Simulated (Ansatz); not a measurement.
# Competing steps

Reactants: SiH₂SOF₂ ([OH][Si]([F])([F])[SH]) (brackets give SMILES or just the links). Saddle points were found for several chosen steps; others may exist. Gas-phase electronic energies, without zero-point energy, by CCSD(T) at an estimated basis limit (MP2 extrapolated from triple and quadruple zeta, plus CCSD(T) − MP2 in triple zeta); Ansatz 0.2.0, def2-TZVPP and QZVPP, frozen cores, on PBE0-D4/def2-TZVP structures. Extrapolation: Hartree–Fock as exp(−7.88 √X), correlation as X^−2.97. No counterpoise correction.

Question: Rank the steps by the energy of their saddle points, lowest first, and give each saddle's height above the lowest. (An estimate is asked for; the value comes from the calculation.)
A. 1,2-elimination, to SiSF₂ ([F][Si]([F])[S]) + H₂O, still joined by a dative O–Si bond (breaks or loosens H–S, O–Si; forms H–O)
B. 1,2-elimination, to SiOF₂ ([O][Si]([F])[F]) + H₂S, still joined by a dative S–Si bond (breaks or loosens H–O, S–Si; forms H–S)

Answer: The calculation gives: A (0.0 kJ/mol), B (57.7 kJ/mol). Heights count from the lowest.

The lowest of these saddles lies at 168.8 kJ/mol relative to the reactant.

Question: Does the lowest of these saddles lead to the lowest end structure (the products still in contact)? (Judge from chemistry; the calculation decides.)

Answer: Computed: Yes. Relative to the reactant, the ends lie at 135.6 (SiSF₂ ([F][Si]([F])[S]) + H₂O); 206.9 (SiOF₂ ([O][Si]([F])[F]) + H₂S) kJ/mol.

No T1 diagnostic of these runs exceeds 0.015.

For scale, one of the runs: CCSD(T)/def2-TZVPP, 205 basis functions, launched by `ansatz run in.yaml --threads 4 --pin off --events-out ev --progress --plain --max-ram 9574MiB`. Hardware: 4 CPU threads of an AMD EPYC, shared host. Wall time 2.5 min; peak host memory 2.7 GiB.
